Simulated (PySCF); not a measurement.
# Pb2F4: from a saddle point downhill

PySCF 2.14.0, RKS B3LYP, Pb def2-SVP with ECP60, F def2-SVP; non-relativistic Hamiltonian with scalar-relativistic core potentials where named; density fitting; no spin-orbit coupling. Relaxed within the symmetry of its start, the geometry (D2h) is

```xyz
6

Pb    0.0000    0.0000    1.8365
Pb    0.0000    0.0000   -1.8365
F     1.4954    0.0000    0.0000
F    -1.4954    0.0000    0.0000
F     0.0000    0.0000    3.9668
F     0.0000    0.0000   -3.9668
```

and its lowest harmonic modes are -146, -144, -113, -74, 24, 77 cm⁻¹ (negative: unstable). It was moved along the lowest mode and relaxed again, within the group C2h that the move left.

(1) Where does it end, and how much lower?

(2) How do the contacts change?

(3) Is the end a minimum?

State: singlet.

Results:

(1) In C2h, 1.000 eV lower, after 10 steps:
```xyz
6

Pb   -0.5862    0.0000    1.8774
Pb    0.5862    0.0000   -1.8774
F     1.1615    0.0000    0.6092
F    -1.1615    0.0000   -0.6092
F     0.6616    0.0000    3.5493
F    -0.6616    0.0000   -3.5493
```

(2) 
| contact | saddle (Å) | end (Å) |
| --- | --- | --- |
| Pb1–F3 (F) | 2.368 | 2.159 |
| Pb1–F4 (F) | 2.368 | 2.552 |
| Pb1–F5 (F) | 2.130 | 2.086 |
| Pb2–F6 (F) | 2.130 | 2.086 |
| Pb2–F4 (F) | 2.368 | 2.159 |


(3) No, 2 of the modes stay unstable (below −25 cm⁻¹); lowest modes -112, -83, -8, 74, 87, 98 cm⁻¹.
